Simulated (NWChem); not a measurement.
Species: KCl; SMILES [Cl][K]

```xyz
2

K      0.0000     0.0000    -1.2555
Cl     0.0000     0.0000     1.3988
```
Atoms are numbered in this order, from 1.

Program: NWChem. All runs use the structure optimised with PBE0/def2-SVP. Vzz is the largest principal value of the second derivative of the potential at the nucleus (NWChem prints the opposite sign); η is the asymmetry. Non-relativistic.

For level PBE0/def2-SVP:

| Quantity | Result |
|---|---|
| Vzz K1 (a.u.) | -0.193 |

Question: What are these values for level PBE0/def2-TZVP?

Answer: Vzz K1 (a.u.): -0.292
